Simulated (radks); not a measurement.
Species: neutral copper. Configuration: [Ar] 3d10 4s1.

All-electron calculation, scalar-relativistic Kohn-Sham, LDA (Slater exchange, Perdew-Wang correlation), spin-polarised, spherical densities, finite nucleus; open shells are filled with parallel spins first; Fermi nuclear charge, rms radius 3.8823 fm; hard spherical wall at 6 bohr. Program: a radial shooting solver on a logarithmic mesh with Libxc functionals.

Energy parts (hartree):
part                       energy
total                 -1652.24773
kinetic                1676.22109
electron-nucleus      -3981.95375
Hartree                 718.42349
exchange-correlation    -64.93856

Orbitals (lengths in bohr, moments of r in powers of bohr; <r^-3> diverges for s and p1/2; r(90%) holds 90 % of the orbital's charge):
| orbital | occ. | eigenvalue (hartree) | <r^-3> | r(90%) |
|---|---|---|---|---|
| 1s up | 1 | -324.5895 | - | 0.0933 |
| 1s down | 1 | -324.5880 | - | 0.0933 |
| 2s up | 1 | -38.94062 | - | 0.365 |
| 2s down | 1 | -38.94155 | - | 0.365 |
| 2p up | 3 | -33.65042 | 705.0 | 0.338 |
| 2p down | 3 | -33.65089 | 704.9 | 0.338 |
| 3s up | 1 | -4.16695 | - | 1.07 |
| 3s down | 1 | -4.16783 | - | 1.07 |
| 3p up | 3 | -2.61957 | 89.99 | 1.16 |
| 3p down | 3 | -2.61978 | 90.12 | 1.16 |
| 3d up | 5 | -0.17230 | 7.452 | 1.94 |
| 3d down | 5 | -0.16596 | 7.613 | 1.88 |
| 4s up | 1 | -0.16406 | - | 3.91 |
| 4s down | 0 | -0.13100 | - | 3.94 |
| 4p up | 0 | 0.03058 | 3.448 | 4.39 |
| 4p down | 0 | 0.06234 | 3.373 | 4.42 |
| 4d up | 0 | 0.30449 | 0.9319 | 4.83 |
| 4d down | 0 | 0.32868 | 0.8328 | 4.85 |
| 5s up | 0 | 0.37755 | - | 5.03 |
| 5s down | 0 | 0.39753 | - | 5.04 |

The highest occupied level is 4s up at -4.464 eV. The pressure on the wall is 1.22 GPa. The spin density at the nucleus is 8.028 e/bohr^3 (1s 0.055, 2s 0.068, 3s -0.096, 4s 8.001).
